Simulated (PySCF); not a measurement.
# `C[C@H](F)CBr` in a uniform electric field

Compound: C₃H₆BrF.
Structure used (PBE0-D3(BJ)/def2-SVP), in Å, numbered top down from 1:
```
atom  x, y, z in Å
C1    -1.2424    0.3990   -0.3304
C2     0.2259    0.5102    0.0188
F3     0.8898    1.0863   -1.0398
C4     0.8384   -0.8413    0.3076
Br5    2.6914   -0.7142    0.8540
H6    -1.8225    0.0015    0.5150
H7    -1.3842   -0.2606   -1.1998
H8    -1.6364    1.3930   -0.5849
H9     0.3651    1.1685    0.8948
H10    0.3002   -1.3468    1.1197
H11    0.8148   -1.4719   -0.5917
```

Level: CAM-B3LYP/def2-SVPD (PySCF); nuclei fixed, core orbitals frozen in the response. Permanent dipole (-2.876, -0.764, 0.726) D (1 au = 2.5417 D). Static polarisability (au):

```
x   73.37 -3.96  6.23
y   -3.96 54.99 -1.78
z    6.23 -1.78 54.83
```

Only the terms in μ and α are kept: μ(F) = μ + αF and ΔE = −μ·F − ½ F·αF.

Problem. A field of 0.001 au (0.051 V/Å) is applied along each axis in both senses. Find the induced dipole, the size of the total dipole and the two energy terms.

Solution. 
| field along | induced x (D) | induced y (D) | induced z (D) | total size (D) | −μ·F (kJ/mol) | −½F·αF (kJ/mol) |
| --- | --- | --- | --- | --- | --- | --- |
| +x | 0.186 | -0.010 | 0.016 | 2.895 | +2.971 | -0.096 |
| −x | -0.186 | 0.010 | -0.016 | 3.233 | -2.971 | -0.096 |
| +y | -0.010 | 0.140 | -0.005 | 3.040 | +0.789 | -0.072 |
| −y | 0.010 | -0.140 | 0.005 | 3.093 | -0.789 | -0.072 |
| +z | 0.016 | -0.005 | 0.139 | 3.085 | -0.750 | -0.072 |
| −z | -0.016 | 0.005 | -0.139 | 3.047 | +0.750 | -0.072 |

Problem. For the field (0.0004, -0.0002, 0.0004) au, what is the induced dipole, and what angle does it make with the field?

Solution. αF = (0.083, -0.034, 0.063) D, at 7.5° to the field. The polarisability along this direction, F·αF/F², is 71.18 au, against a mean of 61.06 au.

Problem. At what field along the permanent dipole would the induced dipole along it equal the permanent one, in this linear picture?

Solution. The polarisability along the dipole is 66.77 au, so F = 1.2051 au / 66.77 au = 0.0180 au = 0.93 V/Å; higher-order terms are ignored.

Problem. What field makes μF equal to kT at 400 K?

Solution. kT = 1.2667 × 10⁻³ Eh, so F = 0.00105 au = 5.41 MV/cm.

Problem. A unit point charge sits 6 Å away. Estimate the induction energy −αe²/2R⁴ with the mean polarisability, treating the molecule as a point.

Solution. R = 11.34 bohr, so the energy is −61.1/(2 × 11.34⁴) Eh = -4.85 kJ/mol. The charge–dipole term at its most favourable orientation, −μe/R², is -24.6 kJ/mol.

Isolated species at its PBE0-D3(BJ)/def2-SVP geometry (one conformer only). The calculation is non-relativistic, for bromine too.
